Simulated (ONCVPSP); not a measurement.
## revPBE ONCV dataset for platinum, scalar-relativistic all-electron reference.

ONCVPSP 4.0.1 input, shortened (lines: element, Z, core and valence counts, functional; n l f; lmax; l rc ep ncon nbas qcut; lloc lpopt rc5 dvloc0; l nproj debl; icmod fcfact rcfact), revPBE, scalar-relativistic:

```
  Pt 78.00   10    4  -102130      upf
    1    0    2.00
    2    0    2.00
    2    1    6.00
    3    0    2.00
    3    1    6.00
    3    2   10.00
    4    0    2.00
    4    1    6.00
    4    2   10.00
    4    3   14.00
    5    0    2.00
    5    1    6.00
    5    2    9.00
    6    0    1.00
    2
    0    1.45    0.00    4    7   10.10
    1    1.55    0.00    3    8    6.90
    2    2.30    0.00    5   10    6.60
    4    2    1.30    6.00
    0    2    1.10
    1    2    0.30
    2    2    2.40
    0    0.00    0.00
```

In the p channel the program set the typed energies aside and used -2.056, 0.250 Ha.

Calculated quality:

| Item | Value |
| --- | --- |
| Cutoffs needed | 33 Ha and 39 Ha (the cutoffs (Ha) at which the residual kinetic energy of the hardest occupied pseudo-wave falls to 1 and 0.1 mHa per electron) |
| Ghost test | ghosts flagged at negative energy: s at -270.1 eV; no localised positive-energy state flagged; a true bound ghost makes a file unfit for plane-wave use |
| Largest excitation error | -5.0 meV (all-electron minus pseudo) for 5s2 5p6 5d8 6s0, out of 4 test configurations |

Generation and tests took about 5.1 s on one core of a shared server CPU.
